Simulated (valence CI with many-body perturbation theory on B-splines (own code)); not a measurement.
**Energy levels of Xe XXIII**

Method: relativistic CI+MBPT: four valence electrons over a frozen Dirac-Fock core [Ar] 3d10, a basis of 11 s, 11 p, 9 d, 7 f, 5 g, 2 h, 1 i functions for each j, with the one-electron correlation potential Σ1 (screened to all orders), the two-electron term Σ2, the three-electron term Σ3, Breit, model QED; selected single and double excitations, second order for the rest (own B-spline code, finite nucleus).

No measured levels were compared; by estimate levels hold to about 250 cm⁻¹ or 0.2 % of their energy and the worst to 1 %, as in measured heavy ions of charge 2 to 7; those with d or f electrons hold less well.

Levels 1 to 45 of 71, with energies above the lowest level, (4s^2 4p1/2^2) J=0. "Leading %" is the weight of the configuration and term that name the level; weights of strongly mixed levels are sums over their largest components and can fall short. In the jj column 3d3/2^4 stands for four electrons in 3d with j = 3/2. Lifetimes count E1, E2, E3, M1 and M2 decay at the calculated energies, and are blank where another channel may lead or the interval is too uncertain; long ones can be off by a factor of two.

```csv
No.,Configuration,Term,J,E (cm⁻¹),Leading %,Second component,Lifetime,g,Leading jj
1,4s2 4p2,3P,0,0,77,22 % 4s2 4p2 1S,,,4s^2 4p1/2^2 (97 %)
2,4s2 4p2,3P,1,113610,99,,48.7 μs,1.500,4s^2 4p1/2 4p3/2 (99 %)
3,4s2 4p2,1D,2,133410,54,44 % 4s2 4p2 3P,5.32 ms,1.223,4s^2 4p1/2 4p3/2 (97 %)
4,4s2 4p2,3P,2,262260,54,44 % 4s2 4p2 1D,21.7 μs,1.274,4s^2 4p3/2^2 (97 %)
5,4s2 4p2,1S,0,309510,76,22 % 4s2 4p2 3P,11.0 μs,,4s^2 4p3/2^2 (96 %)
6,4s 4p3,5S°,2,505250,62,27 % 4s 4p3 3P°,297 ps,1.778,4s 4p1/2^2 4p3/2 (80 %)
7,4s 4p3,3D°,1,577970,56,22 % 4s 4p3 3P°,30.0 ps,0.873,4s 4p1/2^2 4p3/2 (79 %)
8,4s 4p3,3D°,2,620980,57,26 % 4s 4p3 5S°,106 ps,1.416,4s 4p1/2 4p3/2^2 (82 %)
9,4s 4p3,3D°,3,654740,94,5 % 4s2 4p 4d 3D°,115 ps,1.331,4s 4p1/2 4p3/2^2 (94 %)
10,4s 4p3,3P°,0,696150,95,,33.9 ps,,4s 4p1/2 4p3/2^2 (95 %)
11,4s 4p3,3P°,1,711410,57,24 % 4s 4p3 3D°,21.4 ps,1.281,4s 4p1/2 4p3/2^2 (83 %)
12,4s 4p3,1D°,2,716020,46,18 % 4s 4p3 3D°,24.8 ps,1.147,4s 4p1/2 4p3/2^2 (68 %)
13,4s 4p3,3S°,1,759070,47,32 % 4s 4p3 1P°,6.14 ps,1.512,4s 4p1/2 4p3/2^2 (81 %)
14,4s2 4p 4d,3F°,2,805710,42,26 % 4s 4p3 3P°,70.7 ps,1.041,4s^2 4p1/2 4d3/2 (52 %)
15,4s2 4p 4d,3F°,2,829270,42,29 % 4s 4p3 1D°,19.5 ps,0.989,4s 4p3/2^3 (37 %)
16,4s2 4p 4d,3F°,3,866680,81,9 % 4s2 4p 4d 3D°,23.1 ps,1.102,4s^2 4p1/2 4d5/2 (80 %)
17,4s2 4p 4d,3P°,2,889020,48,21 % 4s2 4p 4d 3D°,5.21 ps,1.282,4s^2 4p1/2 4d5/2 (87 %)
18,4s2 4p 4d,3D°,1,889620,29,23 % 4s2 4p 4d 3P°,3.85 ps,0.982,4s^2 4p1/2 4d3/2 (71 %)
19,4s 4p3,1P°,1,902530,38,27 % 4s2 4p 4d 3D°,4.23 ps,1.159,4s 4p3/2^3 (55 %)
20,4s2 4p 4d,3F°,4,966620,98,,49.0 μs,1.249,4s^2 4p3/2 4d5/2 (98 %)
21,4s2 4p 4d,1D°,2,987400,40,37 % 4s2 4p 4d 3D°,3.78 ps,1.034,4s^2 4p3/2 4d3/2 (71 %)
22,4s2 4p 4d,3P°,0,998410,94,,4.35 ps,,4s^2 4p3/2 4d3/2 (94 %)
23,4s2 4p 4d,3D°,3,1005000,62,16 % 4s2 4p 4d 3F°,3.40 ps,1.234,4s^2 4p3/2 4d3/2 (57 %)
24,4s2 4p 4d,3P°,1,1008800,65,24 % 4s2 4p 4d 3D°,3.84 ps,1.218,4s^2 4p3/2 4d3/2 (80 %)
25,4s2 4p 4d,3P°,2,1025700,44,31 % 4s2 4p 4d 3D°,4.43 ps,1.303,4s^2 4p3/2 4d5/2 (70 %)
26,4s2 4p 4d,1F°,3,1071400,74,22 % 4s2 4p 4d 3D°,3.11 ps,1.077,4s^2 4p3/2 4d5/2 (68 %)
27,4s2 4p 4d,1P°,1,1088500,76,11 % 4s2 4p 4d 3D°,4.32 ps,0.966,4s^2 4p3/2 4d5/2 (82 %)
28,4p4,3P,2,1126500,57,23 % 4p4 1D,19.2 ps,1.351,4p1/2^2 4p3/2^2 (79 %)
29,4p4,3P,0,1179800,44,41 % 4p4 1S,13.4 ps,,4p1/2^2 4p3/2^2 (82 %)
30,4s 4p2 4d,5F,1,1192200,68,17 % 4s 4p2 4d 3D,130 ps,0.281,4s 4p1/2^2 4d3/2 (79 %)
31,4s 4p2 4d,5F,2,1207000,54,20 % 4s 4p2 4d 5D,53.1 ps,1.156,4s 4p1/2^2 4d3/2 (55 %)
32,4s 4p2 4d,5F,3,1237300,41,33 % 4s 4p2 4d 5D,33.4 ps,1.367,4s 4p1/2^2 4d5/2 (67 %)
33,4p4,3P,1,1248000,69,20 % 4s 4p2 4d 3P,16.6 ps,1.431,4p1/2 4p3/2^3 (69 %)
34,4p4,1D,2,1260000,52,20 % 4p4 3P,22.6 ps,1.138,4p1/2 4p3/2^3 (71 %)
35,4s 4p2 4d,5D,0,1287200,91,6 % 4s 4p2 4d 3P,168 ps,,4s 4p1/2 4p3/2 4d3/2 (93 %)
36,4s 4p2 4d,3F,2,1292500,33,32 % 4s 4p2 4d 5D,43.4 ps,1.100,4s 4p1/2 4p3/2 4d3/2 (75 %)
37,4s 4p2 4d,5D,1,1294100,73,11 % 4s 4p2 4d 5F,38.1 ps,1.344,4s 4p1/2 4p3/2 4d3/2 (78 %)
38,4s 4p2 4d,5F,3,1298500,43,27 % 4s 4p2 4d 3F,48.5 ps,1.252,4s 4p1/2 4p3/2 4d3/2 (74 %)
39,4s 4p2 4d,5F,4,1303300,72,21 % 4s 4p2 4d 5D,1.14 ns,1.364,4s 4p1/2 4p3/2 4d5/2 (82 %)
40,4s 4p2 4d,3F,2,1306300,37,13 % 4s 4p2 4d 5F,13.4 ps,1.022,4s 4p1/2^2 4d5/2 (29 %)
41,4s 4p2 4d,5D,4,1322000,42,38 % 4s 4p2 4d 3F,457 ps,1.341,4s 4p1/2 4p3/2 4d3/2 (50 %)
42,4s 4p2 4d,5F,5,1340900,72,27 % 4s 4p2 4d 3G,473 ps,1.344,4s 4p1/2 4p3/2 4d5/2 (83 %)
43,4s 4p2 4d,3F,2,1353600,30,21 % 4s 4p2 4d 5D,10.7 ps,1.184,4s 4p1/2 4p3/2 4d5/2 (61 %)
44,4s 4p2 4d,5P,3,1355500,44,38 % 4s 4p2 4d 3F,6.90 ps,1.361,4s 4p1/2 4p3/2 4d5/2 (63 %)
45,4s 4p2 4d,5D,3,1377600,36,19 % 4s 4p2 4d 5P,7.51 ps,1.386,4s 4p1/2 4p3/2 4d5/2 (56 %)
```

The ionisation energy to 4s2 4p 2P°_1/2 of the next ion comes out as 701.4 eV (NIST: 700 ± 4 eV (theoretical)). All 71 levels together are meant to be complete up to 1533000 cm⁻¹.
